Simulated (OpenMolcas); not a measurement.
**Computed transition rates of Hf⁺**

```yaml
Program: OpenMolcas 26.06
Method: "MS-CASPT2, IPEA 0.25 Eh, imaginary shift 0.1 Eh (closed shells correlated: 5s 5p)"
Basis: ANO-RCC-VTZP [8s7p5d3f2g1h]
Scalar_Hamiltonian: DKH2, point nucleus
Active_space: 3 electrons in 6 orbitals (5d 6s)
State_averaging: 2S+1 = 2 even, 65 roots; 2S+1 = 4 even, 20 roots kept (CI in the orbitals of an earlier block)
Spin-orbit_coupling: RASSI with atomic mean-field integrals over the reference wave functions, term energies averaged over their components
```

Rates come from the transition moments of the reference wave functions (E1 and E2 in the length form). At fixed line strength A goes as λ^-3 for E1 and M1 and as λ^-5 for E2, so a rate at the computed wavelength can be rescaled to the measured one. Measured vacuum wavelengths follow from level energies in NIST Handbook of Basic Atomic Spectroscopic Data. Branching counts decays inside the model space alone, at computed energies, and the table is only a selection of the M1 lines, drawn from those between levels with measured partners whose computed energy lies within a factor of 1.5 of the measured one.

```json
{"Upper": "5d2 6s 4P 5/2 [72 %]", "Lower": "5d 6s2 2D 5/2", "Type": "M1", "λ computed (nm)": "902.1", "λ measured (nm)": "958.3", "A computed (s-1)": "3.96e-01", "A rescaled (s-1)": "", "Branching %": "52.3"}
{"Upper": "5d 6s2 2D 5/2", "Lower": "5d 6s2 2D 3/2", "Type": "M1", "λ computed (nm)": "3441", "λ measured (nm)": "3278", "A computed (s-1)": "2.85e-01", "A rescaled (s-1)": "3.30e-01", "Branching %": "100.0"}
{"Upper": "5d2 6s 4F 9/2", "Lower": "5d2 6s 4F 7/2", "Type": "M1", "λ computed (nm)": "4852", "λ measured (nm)": "4957", "A computed (s-1)": "2.31e-01", "A rescaled (s-1)": "2.17e-01", "Branching %": "100.0"}
{"Upper": "5d2 6s 4F 7/2", "Lower": "5d 6s2 2D 5/2", "Type": "M1", "λ computed (nm)": "2845", "λ measured (nm)": "3036", "A computed (s-1)": "1.95e-01", "A rescaled (s-1)": "", "Branching %": "58.4"}
{"Upper": "5d2 6s 4F 7/2", "Lower": "5d2 6s 4F 5/2", "Type": "M1", "λ computed (nm)": "6469", "λ measured (nm)": "6947", "A computed (s-1)": "1.38e-01", "A rescaled (s-1)": "1.11e-01", "Branching %": "41.6"}
{"Upper": "5d2 6s 4F 5/2", "Lower": "5d2 6s 4F 3/2", "Type": "M1", "λ computed (nm)": "8035", "λ measured (nm)": "7935", "A computed (s-1)": "7.38e-02", "A rescaled (s-1)": "7.66e-02", "Branching %": "93.0"}
{"Upper": "5d2 6s 4F 3/2", "Lower": "5d 6s2 2D 3/2", "Type": "M1", "λ computed (nm)": "2754", "λ measured (nm)": "2744", "A computed (s-1)": "2.33e-02", "A rescaled (s-1)": "", "Branching %": "94.6"}
```

Spin-changing lines and M1 lines between different terms are not rescaled, since their strength hangs on the term gaps too.

The largest correction is for 5d2 6s 4F 7/2 → 5d2 6s 4F 5/2 (M1): 1.38e-01 × (6469 / 6947)^3 = 1.11e-01 s-1, a factor of 0.81.

The computed rate and branching of 5d 6s2 2D 5/2 → 5d 6s2 2D 3/2 give the upper level a radiative lifetime of 1.000 / 2.85e-01 s-1 = 3.51e+00 s, counting decays inside the model space alone. The rescaled rate gives about 3.0e+00 s.

These are rates of the free ion; in crystals, glasses and complexes forced electric-dipole and non-radiative decay shorten such lifetimes by orders of magnitude. No measured rate stands beside these. Rescaling mends the energy factor alone: line strengths can still be far off where a level mixes with configurations outside the active space, and weak or spin-changing lines hang on small mixing coefficients that depend on the term gaps too, so rescaling need not improve them.

Term energies are means over components that CASPT2 splits; among the terms shown or strongly mixed into the levels shown the widest spread is 940 cm-1 (5d2 6s 2F). Terms from blocks run as CI alone lack orbitals of their own. Configurations are named by rounded mean occupations; where the s occupation lies near a half they are strongly mixed, a name can repeat and a true partner stay unpaired. A single d shell beside an s shell can misplace configurations of different d count against each other. The CASPT2 spread within a term exceeds the gap to the next term for 5d2 6s 4P and 5d2 6s 2F, so the order of their levels is uncertain, and so are names and mixing where such terms share a J. Measured partners are found by configuration, term and J. A level has none where our copy of the source lacks it or the pairing is in doubt (some pairs that miss far off the trend of their configuration count as doubtful). Only configurations of the active space appear.

A share in square brackets marks a mixed level and gives the weight of the term that names it.
